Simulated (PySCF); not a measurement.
## Correlation energy of Au (gold, neutral)

[Xe] 4f14 5d10 6d1, 2D determinant (an excited configuration). Calculation: PySCF 2.14, in aug-cc-pVTZ-PP with ECP60MDF (6s6p5d3f2g, 88 functions); a scalar-relativistic core potential. Frozen: 5s2 5p6; 11 electrons correlated.

MP2 pair energies summed by pair of shells (mhartree):

| pair | energy | share (%) |
| --- | --- | --- |
| 5d-5d | -338.75 | 98.8 |
| 5d-6d | -4.01 | 1.2 |

Total MP2 correlation energy: -342.76 mhartree.

Same-spin part -116.79 and opposite-spin part -225.97 mhartree; SCS-MP2 scales them by 1/3 and 6/5 to -310.09 mhartree.
